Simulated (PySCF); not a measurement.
FH5N2OSiW, SMILES [NH]=[W](=[NH])([F])[O][SiH3], multiplicity 1.

Geometry: PBE0-D3(BJ)/def2-SVP. The multiplicity is an assumed one; other spin states were not compared. The def2 effective core potentials stand for the cores of W; spin–orbit coupling is left out. One conformer was computed; it need not be the lowest.

All values below come from TDA-PBE/def2-SVPD (PySCF).

Vertical excitations. Gas-phase values at a fixed geometry. State labels are in the subgroup Cs.

| state | symmetry | energy (eV) | λ (nm) | f | main pairs |
|---|---|---|---|---|---|
| S1 | A" | 4.68 | 265 | 0.011 | HOMO→LUMO 85 % |
| S2 | A' | 5.01 | 248 | 0.001 | HOMO−1→LUMO 53 %, HOMO→LUMO+1 46 % |
| S3 | A' | 5.15 | 241 | 0.013 | HOMO→LUMO+1 52 %, HOMO−1→LUMO 46 % |
| S4 | A" | 5.18 | 239 | 0.000 | HOMO−2→LUMO 84 %, HOMO→LUMO+2 15 % |
| S5 | A" | 5.29 | 235 | 0.016 | HOMO→LUMO+2 70 %, HOMO−2→LUMO 13 % |
| S6 | A" | 5.59 | 222 | 0.004 | HOMO→LUMO+3 89 % |
| S7 | A' | 5.76 | 215 | 0.011 | HOMO−3→LUMO 66 %, HOMO−2→LUMO+1 30 % |
| S8 | A" | 5.82 | 213 | 0.008 | HOMO→LUMO+4 52 %, HOMO−1→LUMO+1 39 % |
| S9 | A' | 5.82 | 213 | 0.008 | HOMO−1→LUMO+2 81 % |
| S10 | A" | 5.91 | 210 | 0.001 | HOMO−2→LUMO+2 95 % |
| T1 | A" | 4.13 | 300 | 0 | HOMO→LUMO 94 % |
| T2 | A' | 4.66 | 266 | 0 | HOMO→LUMO+1 64 %, HOMO−1→LUMO 34 % |
| T3 | A' | 4.89 | 253 | 0 | HOMO−1→LUMO 64 %, HOMO→LUMO+1 32 % |
| T4 | A" | 4.92 | 252 | 0 | HOMO−2→LUMO 87 % |
Triplets are in the Tamm–Dancoff approximation.
